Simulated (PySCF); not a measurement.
## SMILES C#C[C@@H]1CC[B@H-]1[NH3+], C5H10BN

Geometry (Å), atoms numbered from 1 in this order:
```xyz
17

C     3.1228   -0.3443    0.9975
C     2.0421   -0.2097    0.4959
C     0.7346   -0.0491   -0.0782
C     0.2621    1.4149   -0.2569
C    -1.1541    1.1295    0.2751
B    -0.6125   -0.2999    0.8312
N    -1.4770   -1.5515    0.2047
H     4.0691   -0.4547    1.4366
H     0.7203   -0.5734   -1.0428
H     0.8126    2.0830    0.4037
H     0.3245    1.8050   -1.2752
H    -1.5192    1.8817    0.9733
H    -1.8790    1.0738   -0.5418
H    -0.5082   -0.4898    1.9951
H    -1.5824   -1.3966   -0.7939
H    -2.3904   -1.5898    0.6457
H    -0.9723   -2.4171    0.3695
```

Level of theory: TDDFT B3LYP/def2-SVPD circular dichroism and optical rotation, one conformer, gas phase in PySCF 2.14.0. Geometry: GFN2-xTB.

States above about 6.1 eV lie in this functional's continuum (it starts at minus the energy of the highest occupied orbital, well below the true ionisation energy for most functionals) and depend on the basis.

(1) Draw the ECD and absorption spectra from the lowest 16 states, each a Gaussian of half-width 0.35 eV at 1/e height.

Results:

(1) 
```
E (eV)  λ (nm)  Δε (L mol⁻¹ cm⁻¹)  ε (L mol⁻¹ cm⁻¹)
  4.16     298              +0.07             0.551
  4.31     288              +0.21              1.96
  4.46     278              +0.42              6.17
  4.61     269              +0.57              17.9
  4.76     261              +0.54              43.8
  4.91     253              +0.36              81.9
  5.06     245              +0.15               114
  5.21     238              -0.04               131
  5.36     231              -0.33               161
  5.51     225              -0.82               248
  5.66     219              -1.24               392
  5.81     213              -0.86               606
  5.96     208              +1.52              1030
  6.11     203              +6.92              1810
  6.26     198             +13.79              2860
  6.41     193             +16.09              3800
  6.56     189              +7.98              4530
  6.71     185              -7.49              5350
  6.86     181             -19.70              6260
```
Δε uses R in velocity form, ε uses f in length form. Only the states computed contribute, so the short-wavelength end is incomplete.
